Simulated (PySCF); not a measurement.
Molecule: `C[Si]1(F)O[SiH2]O[SiH2]O1`, CH₇FO₃Si₃.

Geometry (Å), atoms numbered from 1 in this order:
```xyz
15

C     2.554    0.021    0.022
Si    0.801   -0.565   -0.300
F     0.782   -1.985   -1.059
O    -0.023   -0.804    1.069
Si   -1.565   -0.429    1.442
O    -2.180    0.485    0.247
Si   -1.552    0.969   -1.172
O    -0.011    0.445   -1.265
H     3.092    0.121   -0.914
H     3.084   -0.701    0.634
H     2.586    0.978    0.531
H    -1.480    0.411    2.625
H    -2.325   -1.667    1.476
H    -1.461    2.419   -1.131
H    -2.306    0.312   -2.226
```

Frames of a GFN2-xTB Langevin trajectory at 300 K; GIAO PBE0/pcSseg-1 shieldings in PySCF 2.14, gas phase, non-relativistic; equivalent atoms averaged within each frame.

Chemical shifts δ = σref − σ; 13C (σ = 186.93 ppm), 29Si (σ = 349.16 ppm), 1H (σ = 31.72 ppm) against TMS; 19F (σ = 170.95 ppm) vs CFCl3; 17O (σ = 336.08 ppm) vs H2O, all at this level. The references are static minima.

How do the shifts (ppm) fluctuate along the trajectory?

Answers


```tsv
time (fs)	C1	Si5/Si7	Si2	F3	O4/O8	O6	H12/H14	H13/H15	H9/H10/H11
250	-2.8	-35.1	-52.3	-128.5	104.8	97.4	6.28	5.22	0.35
425	-6.4	-36.9	-46.6	-133.5	111.6	104.2	6.05	6.00	-0.15
625	-6.8	-33.8	-48.9	-131.1	108.6	89.4	5.37	5.88	-0.46
800	3.9	-32.3	-48.6	-131.3	112.3	89.1	5.43	4.51	0.98
1000	-5.4	-39.3	-51.2	-139.1	107.8	90.4	5.30	5.38	0.43
mean of frames	-3.5	-35.5	-49.5	-132.7	109.0	94.1	5.68	5.40	0.23
standard deviation	4.4	2.7	2.3	4.0	3.0	6.6	0.45	0.59	0.56
```

5 frames give an uncertainty of the mean of about the standard deviation over 2.2 at best, since frames this close in time may not be independent; classical motion lacks zero-point vibration, and the reference would need the same averaging.
